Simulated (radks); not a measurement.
Q: These are the eigenvalues of the occupied orbitals of an atom or ion with whole-number occupations (eV). Calculated with a radial shooting solver on a logarithmic mesh with Libxc functionals: Dirac Kohn-Sham, PBE, spin-unpolarised, spherical densities, finite nucleus; Fermi nuclear charge, rms radius of each element as measured or else 0.836 A^(1/3) + 0.57 fm.

orbital  eigenvalue
1s1/2     -24252.16
2s1/2     -3626.934
2p1/2     -3371.524
2p3/2     -3212.142
3s1/2     -735.7792
3p1/2     -635.0282
3p3/2     -607.1855
3d3/2     -428.9874
3d5/2     -423.4267
4s1/2     -180.3830
4p1/2     -148.0980
4p3/2     -143.1472
4d3/2      -92.0725

Which element is it, and in what charge state? The configuration may be excited. Open shells, if any, fill j = l - 1/2 first.

A: Z = 46, palladium, charge +6: Pd6+ in [Kr] 4d4. The list shows which subshells hold electrons but not how many an open one holds; the 1s level, -891.25 hartree, gives Z - s = 42.2 by -(Z - s)^2/2, which with screening and relativity narrows Z to a few neighbours, and the depths of the outer levels then fix element, charge and occupations together.
